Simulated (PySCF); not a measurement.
C2H8FNSi2, SMILES N[SiH2]/C(F)=C\[SiH3]. Coordinates come from a TPSSh-D3(BJ)/def2-SVP optimisation. The structure was generated by enumeration; whether it is a known compound was not checked. One conformer was computed; it need not be the lowest.

Computed equilibrium geometry at TPSSh-D3(BJ)/def2-SVP (PySCF confirms it by a frequency run) as Cartesian coordinates in Å (one conformer of several):
```xyz
14

N      2.4913    -1.0150     0.4364
Si     1.1448    -0.7066    -0.6067
C      0.1184     0.8396    -0.1930
F      0.8510     1.9846    -0.3323
C     -1.1596     0.9395     0.2117
Si    -2.3439    -0.4889     0.4945
H      3.3257    -0.4399     0.3416
H      2.3247    -1.2336     1.4166
H      0.1981    -1.8498    -0.5330
H      1.6836    -0.5114    -1.9758
H     -1.5312     1.9584     0.3926
H     -1.7810    -1.4928     1.4409
H     -3.5915     0.0687     1.0828
H     -2.6917    -1.1929    -0.7715
```
Charge 0, spin multiplicity 1.
